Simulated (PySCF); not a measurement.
Gas-phase reaction: 2 TiCl4 + 4 HCl + N2H2 = 2 TiCl4.NH3 + 2 Cl2

Computed with PySCF and rigid-rotor harmonic-oscillator thermochemistry at 1 bar. † marks an energy on the PBE0/def2-TZVP geometry and frequencies; other levels use their own. CCSD(T) freezes the core. 6-31G* has spherical d functions here. All species are closed-shell singlets. B3LYP is the form with VWN-RPA correlation. Adducts (TiCl4.NH3) have no counterpoise correction, and HF, PBE, BLYP, B3LYP and PBE0 lack dispersion. TiCl4.NH3: computed as isolated molecules; such fragments, hydroxides, amides, oligomers or adducts are transient or little studied in the gas. CCSD(T) isn't extrapolated to the basis-set limit. The harmonic model lacks anharmonicity and excited electronic states, which grow with temperature; levels with a mode under 35 cm⁻¹ are left out. Soft modes under 120 cm⁻¹ make the harmonic entropy rough for TiCl4, TiCl4.NH3. Warning, large T1 diagnostic: TiCl4, TiCl4.NH3 (CCSD(T)/def2-SVP†).

```json
[
 {"level": "B3LYP/def2-TZVP†", "ΔE electronic, kJ": "-68", "ΔH°(298 K), kJ": "-15", "ΔS°(298 K), J/K": "-403", "ΔG°(2500 K), kJ": "927"},
 {"level": "BLYP/def2-TZVP†", "ΔE electronic, kJ": "-47", "ΔH°(298 K), kJ": "6", "ΔS°(298 K), J/K": "-403", "ΔG°(2500 K), kJ": "948"},
 {"level": "CCSD(T)/def2-SVP†", "ΔE electronic, kJ": "-51", "ΔH°(298 K), kJ": "1", "ΔS°(298 K), J/K": "-403", "ΔG°(2500 K), kJ": "944"},
 {"level": "HF/6-31G*", "ΔE electronic, kJ": "-83", "ΔH°(298 K), kJ": "-25", "ΔS°(298 K), J/K": "-413", "ΔG°(2500 K), kJ": "955"},
 {"level": "HF/def2-TZVP†", "ΔE electronic, kJ": "-30", "ΔH°(298 K), kJ": "23", "ΔS°(298 K), J/K": "-403", "ΔG°(2500 K), kJ": "965"},
 {"level": "PBE/def2-TZVP†", "ΔE electronic, kJ": "-100", "ΔH°(298 K), kJ": "-47", "ΔS°(298 K), J/K": "-403", "ΔG°(2500 K), kJ": "895"},
 {"level": "PBE0/def2-QZVP†", "ΔE electronic, kJ": "-103", "ΔH°(298 K), kJ": "-50", "ΔS°(298 K), J/K": "-403", "ΔG°(2500 K), kJ": "892"},
 {"level": "PBE0/def2-SVP†", "ΔE electronic, kJ": "-102", "ΔH°(298 K), kJ": "-49", "ΔS°(298 K), J/K": "-403", "ΔG°(2500 K), kJ": "893"},
 {"level": "r2SCAN/def2-TZVP†", "ΔE electronic, kJ": "-113", "ΔH°(298 K), kJ": "-60", "ΔS°(298 K), J/K": "-403", "ΔG°(2500 K), kJ": "882"},
 {"level": "LDA/def2-TZVP†", "ΔE electronic, kJ": "-207", "ΔH°(298 K), kJ": "-154", "ΔS°(298 K), J/K": "-403", "ΔG°(2500 K), kJ": "789"}
]
```
ΔH° is lowest at LDA/def2-TZVP† and highest at HF/def2-TZVP†. No reference value is set beside these.
